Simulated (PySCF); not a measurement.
**Electronic structure of Hg (mercury, neutral) at the UHF level**

Configuration: [Xe] 4f14 5d9 6s2 6p1, one real determinant (an excited configuration). Computed with PySCF 2.14 in x2c-TZVPPall with one added diffuse shell each of s, p, d, f type (12s8p8d4f1g, 113 functions), with scalar relativity by spin-free X2C-1e.

```json
{"Total energy": "-19619.586098 hartree", "One-electron energy": "-26874.4291 hartree", "Hartree (Coulomb) energy": "7627.0902 hartree", "Exchange energy": "-372.2472 hartree", "⟨S²⟩": "2.0080", "⟨L²⟩": "7.973", "Sum of ⟨r⟩": "48.18 bohr", "Sum of ⟨r²⟩": "71.79 bohr²", "Traceless quadrupole moment −½Σ⟨3z² − r²⟩ along its main axis": "-6.67 e·bohr²", "Langevin diamagnetic susceptibility": "-56.9 ×10⁻⁶ cm³/mol"}
```

```
shell  electrons  mean orbital energy (hartree)  spread (hartree)  rms radius, mean of both spins (bohr)
 1s α          1                    -3070.94880                 0                                 0.0187
 1s β          1                    -3070.94834                 0                                 0.0187
 2s α          1                     -550.06442                 0                                 0.0755
 2s β          1                     -550.05835                 0                                 0.0755
 2p α          3                     -476.43046           0.00712                                 0.0694
 2p β          3                     -476.42380           0.00134                                 0.0694
 3s α          1                     -133.28184                 0                                  0.193
 3s β          1                     -133.27937                 0                                  0.193
 3p α          3                     -111.57346           0.01300                                  0.195
 3p β          3                     -111.57042           0.00721                                  0.195
 3d α          5                      -87.62711           0.01304                                  0.179
 3d β          5                      -87.62137           0.01363                                  0.179
 4s α          1                      -30.86882                 0                                  0.424
 4s β          1                      -30.86021                 0                                  0.424
 4p α          3                      -23.59796           0.02548                                  0.452
 4p β          3                      -23.58904           0.01043                                  0.452
 4d α          5                      -14.58657           0.02907                                  0.481
 4d β          5                      -14.57442           0.02783                                  0.481
 5s α          1                       -5.33949                 0                                  0.966
 5s β          1                       -5.27924                 0                                  0.966
 4f α          7                       -4.61917           0.02778                                  0.527
 4f β          7                       -4.61136           0.01177                                  0.527
 5p α          3                       -3.28238           0.05329                                   1.11
 5p β          3                       -3.19928           0.05558                                   1.11
 5d α          5                       -0.80648           0.05604                                   1.54
 5d β          4                       -0.76551           0.02646                                   1.54
 6s α          1                       -0.46524                 0                                   2.86
 6s β          1                       -0.39325                 0                                   2.86
 6p α          1                       -0.20080                 0                                   4.05
```

⟨L²⟩ = 7.97 against 12 for a pure F term, so this real determinant mixes terms. Spin-orbit coupling, absent here, splits the open shell strongly.

Densities and radii are taken from the X2C orbitals without a picture-change correction, which distorts them close to the nucleus.

Spin-orbit constants ζ (cm⁻¹) from the X2C one-electron operator on these orbitals: bare nucleus, nucleus screened by l(l+1)(2l+1)/3 electrons, and screened by the Breit-Pauli mean field of the electrons.

```tsv
shell	bare	screened nucleus	mean field
2p	9660000	9419000	n/a
3p	2162000	2108000	n/a
3d	334900	293000	n/a
4p	518600	505600	n/a
4d	71270	62360	n/a
4f	14510	9428	n/a
5p	86050	83900	n/a
5d	7208	6307	n/a
6p	4726	4607	n/a
```

To first order the Landé constant is A = -1335 cm⁻¹, so the lowest level has J = 4 and lies 0.496 eV below the centre of the term. This holds in LS coupling only.
